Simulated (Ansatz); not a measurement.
`C[C](C)(C)[Ga]([F])[Cl]`. Total charge 0; spin multiplicity 1.

Cartesian coordinates in Å:
```
C -1.525 0.188 -0.201
C -0.030 -0.054 -0.011
C 0.212 -1.121 1.048
C 0.599 -0.469 -1.340
Ga 0.805 1.653 0.541
F 0.567 3.112 -0.406
Cl 2.061 1.991 2.240
H -2.000 -0.734 -0.559
H -1.726 0.970 -0.938
H -2.021 0.466 0.733
H 1.276 -1.306 1.211
H -0.244 -2.066 0.727
H -0.229 -0.853 2.011
H 1.671 -0.667 -1.248
H 0.127 -1.395 -1.691
H 0.457 0.286 -2.118
```

Q: What are the harmonic wavenumbers in cm⁻¹ at PBE0-D4/def2-TZVP (Ansatz, finite differences of forces, unscaled)? (An estimate is asked.)

A: Ansatz gave: 3, 71, 93, 158, 234, 235, 241, 264, 278, 287, 371, 373, 416, 538, 673, 831, 962, 963, 964, 1031, 1037, 1207, 1228, 1239, 1395, 1398, 1425, 1471, 1473, 1475, 1494, 1497, 1503, 3016, 3017, 3022, 3088, 3090, 3096, 3117, 3120, 3123.
